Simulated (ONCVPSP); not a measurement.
# Building the ONCV potential for Li (Z = 3) (BLYP, scalar-relativistic).

```
Element                 : lithium
Generator               : ONCVPSP 4.0.1
Type                    : optimised norm-conserving Vanderbilt (ONCV)
Functional              : BLYP
Relativity              : scalar-relativistic
Frozen core             : [He]
Valence charge          : 1
Reference configuration : 2s1
Partial waves           : 2s: rc 3.45 bohr, ncon 4, nbas 8, qcut 1.9 1/bohr, 2 projectors, debl 0.9 Ha; p scattering state at 0.02 Ha: rc 3.60 bohr, ncon 4, nbas 7, qcut 2.2 1/bohr, 2 projectors, debl 1.4 Ha
Local potential         : polynomial inside 2.35 bohr (lpopt 5, dvloc0 0 Ha)
Core correction         : Teter function, fcfact 5, rcfact 1.4
```

In the p channel the program set the typed energies aside and used 0.050, 1.450 Ha.

Results:

```
Cutoffs needed             : 1.2 Ha and 3.5 Ha (the cutoffs (Ha) at which the residual kinetic energy of the hardest occupied pseudo-wave falls to 1 and 0.1 mHa per electron) The cutoffs count occupied waves only; projector 2 of the p channel, the hardest unoccupied one, needs 13 Ha at the loose tolerance.
Ghost test                 : no bound ghost flagged; no localised positive-energy state flagged
Largest excitation error   : -7.3 meV (all-electron minus pseudo) for 2s0 2p1, out of 2 test configurations
rms error of d²Exc/dni dnj : 5.51 mHa without and 2.09 mHa with the model core
```

Generation and tests took about 2.7 s on one core of a shared server CPU.
